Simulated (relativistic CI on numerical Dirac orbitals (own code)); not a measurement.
## Bi63+: q coefficients and field-shift factors

Calculated at this level of theory: Dirac-Coulomb-Breit CI, separate exchange-only KLI orbitals for each configuration, derivatives by finite differences, unscaled Slater integrals, QED left out (own radial code, finite nucleus).

Configurations in the expansion (outside the closed core [Ne]): 3s2.3p6.3d2, 3s2.3p5.3d3, 3s.3p6.3d3, 3s2.3p6.3d.4s, 3s2.3p6.3d.4p, 3s2.3p6.4s2. Double excitations out of closed p, d and f shells are left out; levels of such configurations are missing from the list, as are those of other unlisted configurations, and high levels can miss mixing partners.

With x = (α/α₀)² − 1 an excitation energy changes as ω = ω₀ + qx; K = 2q/ω₀ is the relative enhancement. Terms are leading LS components, so labels can repeat. The field-shift factor is F = δν/δ⟨r²⟩ for the transition from the lowest level.

Lowest level 3s2.3p6.3d2 3F_2.

```tsv
Level	ω₀ (cm⁻¹)	q (cm⁻¹)	K	F (GHz/fm²)
3s2.3p6.3d2 3P_0	232480	26840	0.231	2.05
3s2.3p6.3d2 3F_3	1010810	1.068e+06	2.11	43.7
3s2.3p6.3d2 3P_2	1110561	1.07e+06	1.93	42.3
3s2.3p6.3d2 1G_4	1142294	1.066e+06	1.87	44.4
3s2.3p6.3d2 3P_1	1160616	1.085e+06	1.87	42.3
3s2.3p6.3d2 3F_4	2097847	2.133e+06	2.03	87
3s2.3p6.3d2 1D_2	2181944	2.149e+06	1.97	86
3s2.3p6.3d2 1S_0	2418241	2.15e+06	1.78	89.9
3s2.3p5.3d3 3D°_2	2576484	211300	0.164	47.5
3s2.3p5.3d3 5D°_1	2633133	239700	0.182	48.5
3s2.3p5.3d3 3P°_0	2665238	223500	0.168	48.4
3s2.3p5.3d3 3F°_3	2674190	203100	0.152	48
3s2.3p5.3d3 5F°_3	3497419	1.266e+06	0.724	90
```

At this charge energies of transitions that change n are usually good to better than 1 %, and those within a shell (Δn = 0) to a few per cent.
